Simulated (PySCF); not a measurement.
**B(2+) (boron, charge +2): UHF calculation**

Configuration: [He] 2p1, 2P determinant (an excited configuration). Calculation: PySCF 2.14, in def2-QZVPPD (8s4p4d2f1g, 63 functions); the non-relativistic Hamiltonian (point nucleus).

```json
{
 "Total energy": "-23.153797 hartree",
 "One-electron energy": "-27.5962 hartree",
 "Hartree (Coulomb) energy": "7.6729 hartree",
 "Exchange energy": "-3.2304 hartree",
 "Kinetic energy": "23.15565 hartree",
 "⟨S²⟩": "0.7500",
 "⟨L²⟩": "2.000",
 "Sum of ⟨r⟩": "2.237 bohr",
 "Sum of ⟨r²⟩": "3.327 bohr²",
 "Traceless quadrupole moment −½Σ⟨3z² − r²⟩ along its main axis": "-1.22 e·bohr²",
 "Density at the nucleus (Gaussians lack the cusp)": "68.3 bohr⁻³",
 "Spin density at the nucleus": "-0.215 bohr⁻³",
 "Langevin diamagnetic susceptibility": "-2.63 ×10⁻⁶ cm³/mol"
}
```

```csv
shell,electrons,mean orbital energy (eV),"rms radius, mean of both spins (bohr)"
1s α,1,-239.00,0.379
1s β,1,-238.37,0.379
2p α,1,-31.786,1.74
```

Spin-orbit constants ζ (cm⁻¹) from the X2C one-electron operator on these orbitals (non-relativistic here): bare nucleus, nucleus screened by l(l+1)(2l+1)/3 electrons, and screened by the Breit-Pauli mean field of the electrons.

| shell | bare | screened nucleus | mean field |
| --- | --- | --- | --- |
| 2p | 44.68 | 26.81 | 21.23 |

To first order the Landé constant is A = 21.23 cm⁻¹, so the lowest level has J = 1/2 and lies 0.00263 eV below the centre of the term.
